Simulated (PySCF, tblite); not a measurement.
Isomers of C6H12F2OSi. All values are computed: GFN2-xTB (tblite) harmonic vibrations without scaling, gas phase. Errors from tens to a few hundred cm⁻¹ against measured bands are possible. Modes of hydrogen on silicon can be 10 to 20 % off. One conformer each.

Electronic energies: PBE0/pcSseg-1 single points on the GFN2-xTB geometries (PySCF, gas phase).

```tsv
SMILES	electronic energy, lowest = 0 (kJ/mol)
FCC[C@]1(F)COCC[SiH2]1	185.3
O[C@@H]1C[C@@H](CF)[SiH2][C@H]1CF	162.9
F[SiH2][C@@H]1CCCO[C@@H](F)C1	0.0
CC(C)[C@@H]([SiH3])C(=O)C(F)F	175.6
```

Task: How do GFN2-xTB zero-point energies change the relative energies?

Result: 
```csv
SMILES,ZPE (kJ/mol),of it from modes above 1550 cm⁻¹,electronic (kJ/mol),"with ZPE, lowest = 0 (kJ/mol)",lowest mode (cm⁻¹),rings
F[SiH2][C@@H]1CCCO[C@@H](F)C1,453.9,204.8,0.0,0.0,36,1
O[C@@H]1C[C@@H](CF)[SiH2][C@H]1CF,448.0,207.2,162.9,157.0,39,1
CC(C)[C@@H]([SiH3])C(=O)C(F)F,435.5,213.3,175.6,157.2,27,0
FCC[C@]1(F)COCC[SiH2]1,446.9,203.8,185.3,178.3,65,1
```

The zero-point energies span 18.4 kJ/mol, from `CC(C)[C@@H]([SiH3])C(=O)C(F)F` to `F[SiH2][C@@H]1CCCO[C@@H](F)C1`. The order is unchanged.

Task: And how do the electronic energies of GFN2-xTB itself compare?

Result: `F[SiH2][C@@H]1CCCO[C@@H](F)C1` 0.0; `O[C@@H]1C[C@@H](CF)[SiH2][C@H]1CF` 216.1; `CC(C)[C@@H]([SiH3])C(=O)C(F)F` 234.5; `FCC[C@]1(F)COCC[SiH2]1` 225.3 kJ/mol, lowest = 0. Against the energies above, taken from the same isomer `F[SiH2][C@@H]1CCCO[C@@H](F)C1`, the largest difference is 58.9 kJ/mol.

Task: What do entropy and thermal enthalpy add at 298.15 K and 1 bar (rigid rotor, harmonic oscillator, one conformer each)?

Result: 
```tsv
SMILES	point group	symmetry number	S (J/(mol K))	H − H(0) (kJ/mol)	ZPE + H − H(0) − TS (kJ/mol)
F[SiH2][C@@H]1CCCO[C@@H](F)C1	C1	1	426.5	30.53	357.3
O[C@@H]1C[C@@H](CF)[SiH2][C@H]1CF	C1	1	440.9	32.49	349.0
CC(C)[C@@H]([SiH3])C(=O)C(F)F	C1	1	470.6	36.19	331.4
FCC[C@]1(F)COCC[SiH2]1	C1	1	429.9	31.75	350.5
```
